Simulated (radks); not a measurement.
Question: The mean radii <r> (bohr) of the occupied orbitals of an atom or ion are listed with their occupations. All-electron calculation, scalar-relativistic Kohn-Sham, BLYP, spin-unpolarised, spherical densities, finite nucleus; Fermi nuclear charge, rms radius of each element as measured or else 0.836 A^(1/3) + 0.57 fm. Program: a radial shooting solver on a logarithmic mesh with Libxc functionals.

| orbital | occ. | <r> |
|---|---|---|
| 1s | 2 | 0.09669 |
| 2s | 2 | 0.4517 |
| 2p | 4 | 0.4048 |

Name the element and its charge.

Answer: Z = 16, sulfur, charge +8: S8+ in [He] 2s2 2p4. The 1s radius gives Z: for a bare nucleus <r> = (2 gamma + 1)/(2Z) with gamma = sqrt(1 - (Z/c)^2), 0.09332 bohr for Z = 16, and screening makes it slightly larger (0.09669 here). The occupations add up to 8, and the charge is Z minus that.
